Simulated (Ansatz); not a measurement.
# Abstraction of Br: C4H9Br + C3H7 → C4H9 + C3H7Br

Species: C4H9Br (2-bromo-2-methylpropane) `CC(C)(C)Br`, singlet; C3H7 `C[CH]C`, doublet; C4H9 `C[C](C)C`, doublet; C3H7Br (2-bromopropane) `CC(C)Br`, singlet. A radical takes Br: the energy is the difference in strength between two C–Br bonds in different surroundings.

Shapes, held fixed at every level: PBE0-D4/def2-TZVP. Programs: Ansatz 0.2.0. The zero-point and thermal change to 298 K, harmonic and unscaled (PBE0-D4/def2-TZVP), is +1.8 kJ/mol.

```
                level                   kind  ΔH(298 K) (kJ/mol)  less CCSD(T)/def2-TZVPP
          HF/def2-SVP           Hartree–Fock                -5.7                     -6.8
     SPW92/def2-TZVPP                    LDA                -6.4                     -7.5
    PBE-D4/def2-TZVPP                    GGA                -7.2                     -8.3
 r2SCAN-D4/def2-TZVPP               meta-GGA                -3.6                     -4.7
  BHLYP-D4/def2-TZVPP          global hybrid                -3.8                     -4.9
r2SCAN0-D4/def2-TZVPP          global hybrid                -3.5                     -4.6
     CCSD(T)/def2-SVP  coupled cluster or CI                -0.2                     -1.3
   CCSD(T)/def2-TZVPP  coupled cluster or CI                +1.1                      0.0
```

The highest level, CCSD(T)/def2-TZVPP, gives ΔH(298 K) = +1.1 kJ/mol; the levels span -7.2 to +1.1. That is about zero within the method's error. They disagree on the sign: 1 of 8 are positive. The column of differences is taken from that level and isn't an error. No measured value is set beside it here. Open shells run unrestricted. Relativity is left out for Br. Outer-core shells of Br are correlated in most correlated rows, in sets that cover them unevenly.
